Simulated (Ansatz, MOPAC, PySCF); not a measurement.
Complex: HF (SMILES F) (first 2 atoms) with H2 (SMILES [H][H]); geometry from B3LYP-D3(BJ)/def2-TZVP, rigid monomers moved along the line of their centres of mass till H2···H4 is 2.75 Å.
(charge 0, multiplicity 1):
```xyz
4

F     -0.08210     0.19386    -0.50397
H     -0.06940     0.09894     0.41765
H     -0.07984    -0.53823     3.09385
H      0.01918     0.19811     3.16439
```

Interaction energies are E(AB) − E(A) − E(B) at the monomers' geometry in the complex; basis-set methods are counterpoise corrected.

Cores are frozen in the correlated methods. Rows in 6-31G* carry no dispersion term and start afresh at each structure (6-31G* with six Cartesian d functions). The state that PM6 reach isn't checked.

Codes used: Ansatz (Gaussian basis) for Hartree–Fock, density functionals and correlated methods; MOPAC for PM6 (differences of heats of formation); PySCF for 6-31G* rows, the dispersion terms. Values without a source in brackets are computed.

| level | interaction energy (kcal/mol) |
|---|---|
| PM6 | -0.12 |
| HF/6-31G* | -0.20 |
| r2SCAN/def2-TZVPPD | -0.42 |
| B3LYP-D4/def2-TZVPPD | -0.47 |
| PBE0-D4/def2-TZVPPD | [?] |
| MP2/aug-cc-pVDZ | -0.46 |
| MP2/aug-cc-pVTZ | -0.51 |
| MP2/aug-cc-pVQZ | -0.52 |
| SCS-MP2/aug-cc-pVQZ | -0.47 |

**Question.** Some entries are withheld; supply them.

**Answer.** 
- PBE0-D4/def2-TZVPPD, interaction energy (kcal/mol): -0.61

Ansatz is a first-principles code.
